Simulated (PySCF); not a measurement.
Job file and geometry (Å, from GFN2-xTB) of an NMR shielding run on SMILES CSc1cnn(C)n1, C4H7N3S, GIAO PBE0/pcSseg-1 NMR shielding, non-relativistic, gas phase in PySCF; density fitting, a coarse starting grid and PySCF grid level 2 are the driver's defaults:

```
{"job": {"kind": "nmr", "xc": "PBE0", "basis": "pcSseg-1"}, "charge": 0, "multiplicity": 1}
C     -2.718887     0.534715    -0.455862
S     -2.250120    -1.151709     0.023022
C     -0.540624    -0.917256     0.228866
C      0.431553    -1.864013     0.594953
N      1.600392    -1.247646     0.618636
N      1.342956    -0.007376     0.285356
C      2.353511     1.002097     0.214686
N      0.073444     0.248306     0.042359
H     -3.792323     0.525801    -0.612855
H     -2.197652     0.801926    -1.369292
H     -2.451591     1.217653     0.343809
H      0.321281    -2.902072     0.821857
H      3.293034     0.532076    -0.069057
H      2.474480     1.493678     1.182816
H      2.056132     1.741809    -0.525897
```

Q: What does the program print?

A: 
```
coarse grid: 13496 points
cycle   1  E = -718.3918912194  dE =  1.487e+00  |g| = 4.745e-01  |ddm| = 3.739e+00
cycle   2  E = -718.3291197038  dE =  6.277e-02  |g| = 7.603e-01  |ddm| = 8.891e-01
cycle   3  E = -718.4391909849  dE = -1.101e-01  |g| = 1.011e-01  |ddm| = 5.479e-01
cycle   4  E = -718.4405907687  dE = -1.400e-03  |g| = 6.437e-02  |ddm| = 1.252e-01
cycle   5  E = -718.4415351567  dE = -9.444e-04  |g| = 1.264e-02  |ddm| = 5.754e-02
cycle   6  E = -718.4415674771  dE = -3.232e-05  |g| = 3.941e-03  |ddm| = 1.314e-02
cycle   7  E = -718.4415701678  dE = -2.691e-06  |g| = 1.981e-03  |ddm| = 4.185e-03
final grid: 127160 points
cycle   8  E = -718.4872716678  dE = -2.879e-05  |g| = 1.007e-02  |ddm| = 3.571e-02
cycle   9  E = -718.4872462997  dE =  2.537e-05  |g| = 1.443e-02  |ddm| = 2.114e-02
cycle  10  E = -718.4872946227  dE = -4.832e-05  |g| = 2.787e-03  |ddm| = 1.348e-02
cycle  11  E = -718.4872963728  dE = -1.750e-06  |g| = 3.189e-04  |ddm| = 2.316e-03
cycle  12  E = -718.4872963944  dE = -2.161e-08  |g| = 1.162e-04  |ddm| = 4.472e-04
cycle  13  E = -718.4872963971  dE = -2.778e-09  |g| = 3.957e-05  |ddm| = 1.135e-04
cycle  14  E = -718.4872963975  dE = -3.163e-10  |g| = 1.159e-05  |ddm| = 4.238e-05
converged SCF energy = -718.4872963975

GIAO shielding tensors (ppm)
atom      isotropic    diamagn.    paramagn.     s11        s22        s33       span
  0 C      167.635     250.130     -82.496    157.318    163.814    181.772     24.454
  1 S      539.298    1055.545    -516.247    352.758    484.623    780.514    427.755
  2 C       35.152     259.134    -223.982    -29.362     23.222    111.596    140.958
  3 C       52.437     250.879    -198.443    -25.740     55.980    127.070    152.810
  4 N     -102.830     325.009    -427.839   -328.083   -136.454    156.045    484.128
  5 N        2.916     333.785    -330.868   -125.898     49.733     84.914    210.811
  6 C      145.499     244.036     -98.537    121.321    128.310    186.866     65.544
  7 N      -79.018     327.259    -406.277   -272.983   -121.327    157.257    430.239
  8 H       29.620      27.669       1.951     24.421     26.831     37.609     13.189
  9 H       28.935      30.890      -1.955     24.125     26.645     36.035     11.910
 10 H       28.918      30.749      -1.831     24.111     26.628     36.014     11.903
 11 H       24.346      30.832      -6.486     21.571     24.092     27.374      5.802
 12 H       27.481      28.181      -0.699     22.924     26.573     32.947     10.022
 13 H       27.643      28.264      -0.621     24.506     24.792     33.630      9.124
 14 H       27.507      29.552      -2.045     22.798     27.361     32.363      9.565
```

Q: Turn these shieldings into chemical shifts. Shifts are taken against calculated references (same method and geometry level): $^{13}$C (186.93 ppm) and $^{1}$H (31.72 ppm) against TMS; $^{33}$S (503.73 ppm) vs CS2; $^{15}$N (267.73 ppm) vs NH3.

A: Averaging equivalent atoms: C 2: 151.8; C 3: 134.5; C 6: 41.4; C 0: 19.3; S 1: -36; N 4: 370.6; N 7: 346.7; N 5: 264.8; H 11: 7.37; H 12/13/14: 4.17; H 8/9/10: 2.56 ppm. Experimental scales use liquid or dissolved standards, which lie at an offset from isolated NH3 (liquid NH3: subtract about 20 ppm). Unscaled 15N shifts of sp2 nitrogen come out 20 to 40 ppm too high even then.

Size and cost of the density-fitted run: 178 basis functions, of the order of 70 core-seconds.
